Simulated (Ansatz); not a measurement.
Cartesian coordinates in Å:
```
Si -2.3952 0.7311 -0.4751
C -0.7530 0.3818 0.2662
C 0.2724 -0.1956 -0.3906
Si 1.9236 -0.4637 0.3969
Cl 3.3811 0.5690 -0.6322
H -2.6588 -0.0778 -1.6927
H -3.5147 0.7027 0.4997
H -0.5835 0.7276 1.2871
H 0.1204 -0.5292 -1.4174
H 2.3237 -1.8913 0.3693
H 1.8840 0.0453 1.7889
```

Charge 0, multiplicity 2.

Question: List the r2SCAN/def2-TZVPP orbital energies in eV (Ansatz 0.2.0). (Estimate.)

Answer: Ansatz gave: α occupied: -2753.23, -1791.91, -1791.37, -273.73, -273.61, -254.62, -193.16, -193.02, -193.02, -142.29, -141.82, -97.21, -97.12, -97.10, -96.80, -96.65, -96.64, -21.43, -20.42, -15.70, -13.71, -13.48, -10.88, -10.69, -9.96, -9.50, -9.14, -8.61, -8.05, -7.84, -7.56, -5.40. α empty: -1.92, -0.01, 0.37, 0.43, 0.88, 1.04, 1.41, 1.73. β occupied: -2753.22, -1791.92, -1791.27, -273.79, -273.49, -254.62, -193.15, -193.02, -193.02, -142.29, -141.75, -97.21, -97.12, -97.11, -96.58, -96.57, -96.57, -21.40, -20.33, -15.52, -13.64, -13.10, -10.84, -10.58, -9.90, -9.49, -9.01, -8.55, -7.89, -7.73, -7.48. β empty: -3.31, -1.30, 0.15, 0.49, 0.71, 1.25, 1.43, 1.59. ⟨S²⟩ = 0.771.
